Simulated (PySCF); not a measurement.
Species: C2H8AlBiO.
Numbering: `[CH3:1][O:2][AlH:3][CH2:4][BiH2:5]` (hydrogens: H6, H7, H8 on C1; H9 on Al3; H10, H11 on C4; H12, H13 on Bi5)

Level of theory: PySCF 2.14.0, PBE0-D3(BJ)/def2-SVP geometry optimisation, gas phase, def2 core potentials past Kr.

What internal coordinates does the optimisation give?

```
               bond  length (Å)   order
              C1–O2       1.386  single
             O2–Al3       1.707  single
             Al3–C4       1.935  single
             C4–Bi5       2.301  single
C1–H6, C1–H7, C1–H8       1.106  single
             Al3–H9       1.587  single
     C4–H10, C4–H11       1.099  single
            Bi5–H12       1.799  single
            Bi5–H13       1.832  single
```

Bonds in one row agree within 0.01 Å and their mean is given. Orders are formal, as drawn. A selection of angles:
```
      angle  degrees
   O2–C1–H6    110.7
   O2–C1–H8    113.2
   H6–C1–H7    107.0
  C1–O2–Al3    137.3
  O2–Al3–C4    116.5
  O2–Al3–H9    119.9
  C4–Al3–H9    123.6
 Al3–C4–Bi5     96.9
 Al3–C4–H10    117.3
 Bi5–C4–H10    106.6
 H10–C4–H11    110.1
 C4–Bi5–H12     92.4
 C4–Bi5–H13     88.4
H12–Bi5–H13     88.5
```

Torsions: C1–O2–Al3–C4 168° (antiperiplanar); O2–Al3–C4–Bi5 -94° (anticlinal). The mirror-image conformer, all signs reversed, is as good.

Bi5 (bismuth bonded to C and 2 H) is pyramidal (angles 92.4°, 88.5° and 88.4°, sum 269.2°, 1.13 Å off the plane of its three neighbours). Al3 (aluminium bonded to C, O and H) is planar (angles 123.6°, 119.9° and 116.5°, sum 360.0°, 0.02 Å off the plane of its three neighbours).

Point group: C1 (no symmetry element, even within 0.4 Å). PBE0-D3(BJ)/def2-SVP frequencies: not computed here. One conformer, not necessarily the lowest (C1–O2–Al3–C4 168°, O2–Al3–C4–Bi5 -94°, Al3–C4–Bi5–H -86° and 3°).

The run took 5.9 min wall on one thread, Intel Xeon Platinum 8259CL at 2.50 GHz (x86_64), no GPU, on a shared host, and the process peaked at 0.55 GiB of memory. These figures are those of the optimisation.
